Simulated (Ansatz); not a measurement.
C2H9NSi2 can be A, `C[SiH2][SiH2]C=N`, or B, `C=C(N)[SiH2][SiH3]`.

Calculated with Ansatz (gas phase, PBE0-D4/def2-TZVP geometries, no zero-point term in ΔE). CCSD(T)/CBS is the MP2 limit (def2-TZVPP, def2-QZVPP) plus CCSD(T) − MP2 in def2-TZVPP, frozen cores. Functionals use def2-TZVPP. B3LYP here is the variant with VWN-RPA as its local correlation; programs differ in this. One conformer a species, not always the lowest.

Question: Which isomer does CCSD(T)/CBS put lower? Give the gap. (Estimate.)

Answer: Computed: A, by 5.6 kcal/mol.

Question: Give E(B) − E(A) in kcal/mol with CCSD/def2-TZVPP, CCSD(T)/def2-TZVPP, PBE0-D4, B3LYP, PBE-D4, ωB97M-V, HF/def2-TZVPP. (An estimate is asked.)

Answer: The calculation gave: CCSD/def2-TZVPP 6.6, CCSD(T)/def2-TZVPP 6.4, PBE0-D4 3.8, B3LYP 4.8, PBE-D4 3.8, ωB97M-V 5.5, HF/def2-TZVPP 6.4. None reverses the order clearly.

Largest T1 diagnostic: 0.013.
